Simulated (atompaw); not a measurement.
# Li (Z = 3): PAW (atompaw) pseudisation with PBEsol, scalar-relativistic reference atom.

| Quantity | Value |
| --- | --- |
| Element | Li |
| Generator | atompaw 4.2.0.5 |
| Type | PAW |
| Functional | PBEsol |
| Relativity | scalar-relativistic |
| Frozen core | [He] |
| Valence charge | 1 |
| Reference configuration | 2s0.5 2p0 (charge +0.5) |
| Partial waves | 2s (bound): rc 3.00 bohr; 2s channel at 1.7 Ry: rc 3.00 bohr; 2p (bound, empty): rc 3.00 bohr; 2p channel at 1.1 Ry: rc 3.00 bohr |
| Local potential | troulliermartins scheme with l = 2 at 0 Ry, radius 2.30 bohr |
| Core correction | smooth core density matched at 2.95 bohr |
| Augmentation charge | sinc compensation charge, radius 2.65 bohr; PAW radius 3.00 bohr; waves and projectors: custom rrkj gramschmidtortho |

All-electron outer shells of the reference configuration (PBEsol, scalar-relativistic, ld1.x):

```json
{"shell": "2s", "level (eV)": "-5.25", "outermost node (bohr)": "0.83", "outermost maximum (bohr)": "2.97"}
{"shell": "2p", "level (eV)": "-3.27", "outermost node (bohr)": "–", "outermost maximum (bohr)": "3.32"}
```

Q: Estimate the cutoffs (Ry, on a coarse ladder) from which the occupation-weighted sum of valence levels, in a spherical-Bessel basis at the reference potential, stays within 10 and 1 mRy of its value at 400 Ry.

A: 6 Ry and 6 Ry.

Q: Does the potential have ghost states?

A: No extra level below or beside the all-electron valence levels (s, p, d, f tested). The logarithmic derivative shows an extra or strongly shifted pseudo pole above the reference energy (p near 1.68 Ry).

Q: Is the overlap operator S = 1 + Σ q|β⟩⟨β| positive definite (Bessel basis up to 400 Ry)?

A: Yes: its lowest eigenvalue is 0.83 (s channel).
